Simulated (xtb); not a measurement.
CH₄N, doublet, geometry from GFN2-xTB, atoms displaced at random by about 0.05 Å a coordinate. Base run: GFN1-xTB run with xtb.

xtb was given this input:
```
$ xtb mol.xyz --gfn 1 --uhf 1 --opt --json

# file mol.xyz
6

C     -0.71838420     0.14418958     0.12027287
N      0.70006367    -0.23882718    -0.24012471
H     -0.67295252     0.07213269     1.17097147
H     -1.27552831    -0.57500793    -0.38579562
H     -0.79137707     1.11723565    -0.16716605
H      1.35710484     0.39955934     0.18360821
```

Each row names what was changed in the base input (with any setting that the change needs).

```tsv
change	ΔE vs base (kcal/mol)	optimiser steps
base	0.000	6
opt level = tight	0.000	7
opt level = sloppy	0.001	5
opt level = extreme	-0.001	12
opt level = lax	0.000	6
alpb = ch2cl2	-3.95	6
engine = inertial	0.000	-
alpb = methanol	-4.78	6
opt level = loose	0.001	5
opt level = crude	0.014	4
```
